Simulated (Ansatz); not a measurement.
A geometry relaxed with PBE-D3(BJ)/def2-TZVP in Ansatz (a first-principles code), charge 0, multiplicity 1:

```xyz
8

F      1.6430    -0.5992     1.4515
H     -1.6169     0.5760    -1.3809
H     -1.6182     1.1046     1.0101
F      1.6426    -1.1575    -1.0627
H     -1.8145    -1.2214     0.2705
Si     1.1199    -0.1018     0.0221
F      1.8497     1.2897    -0.2870
Si    -1.2056     0.1096    -0.0237
```

**Question.** Write the SMILES of this molecule.

**Answer.** `F[Si](F)(F)[SiH3]`
